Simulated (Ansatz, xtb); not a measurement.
Complex: H2O (SMILES O) (first 3 atoms) with HF (SMILES F); geometry from B3LYP-D3(BJ)/def2-TZVP.
(charge 0, multiplicity 1):
```xyz
5

O     -0.0849    -0.2722     0.3220
H      0.7239    -0.7519     0.1114
H     -0.1109     0.4892    -0.2683
F     -0.2686     0.3824     2.8667
H     -0.2381     0.1251     1.9584
```

Monomers are frozen at their geometry in the pair; levels with a basis set take the counterpoise correction.

Correlated levels freeze the cores.

Programs: Ansatz (a quantum-chemistry and plane-wave program) with Gaussian orbitals; xtb for the GFN methods. Values without a source in brackets are computed.

Problem. One of these levels gives -9.87 kcal/mol for the interaction energy. Which one is it?
(A) SCS-MP2/aug-cc-pVDZ
(B) B2PLYP/def2-TZVPPD
(C) GFN2-xTB

Solution. C, GFN2-xTB. The others give -9.00 (B2PLYP/def2-TZVPPD), -7.50 (SCS-MP2/aug-cc-pVDZ)
